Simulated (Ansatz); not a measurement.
Conformers of `OB(S)S`, each relaxed with PBE0-D4/def2-TZVP in Ansatz. CBS adds the triple-zeta coupled-cluster correction to the MP2 limit.

Not all of them had a frequency check.

Conformer A:

```xyz
7

O     0.090    1.431    0.208
B     0.062    0.086    0.028
S     1.556   -0.913    0.317
S    -1.476   -0.709   -0.502
H     0.939    1.781    0.489
H     1.018   -2.104    0.015
H    -2.190    0.427   -0.556
```

Conformer B:

Cartesian coordinates in Å:
```
O 1.073 0.401 -0.972
B 0.274 -0.126 -0.013
S 1.007 -1.457 0.978
S -1.435 0.396 0.341
H 0.677 1.105 -1.489
H -0.064 -1.672 1.756
H -1.531 1.352 -0.600
```

(1) Which is lowest in electronic energy at CCSD(T)/CBS (frozen core, def2 sets), and by how much? (Best estimate.)

(2) Give the energies relative to A (kJ/mol) with PBE-D4/def2-TZVPP, B3LYP-D4/def2-TZVPP, PBE/def2-TZVPP, PBE0/def2-TZVPP, B3LYP/def2-TZVPP, SCS-MP2/def2-QZVPP, HF/CBS(def2). (An estimate is asked.)

Answers

(1) The calculation gave: A; B lies 4.3 kJ/mol higher.

(2) The calculation gave: 
| level | B |
| --- | --- |
| PBE-D4/def2-TZVPP | 4.5 |
| B3LYP-D4/def2-TZVPP | 4.4 |
| PBE/def2-TZVPP | 4.6 |
| PBE0/def2-TZVPP | 4.8 |
| B3LYP/def2-TZVPP | 4.5 |
| SCS-MP2/def2-QZVPP | 4.4 |
| HF/CBS(def2) | 4.5 |

B3LYP here is the variant with VWN-RPA as its local correlation; programs differ in this.
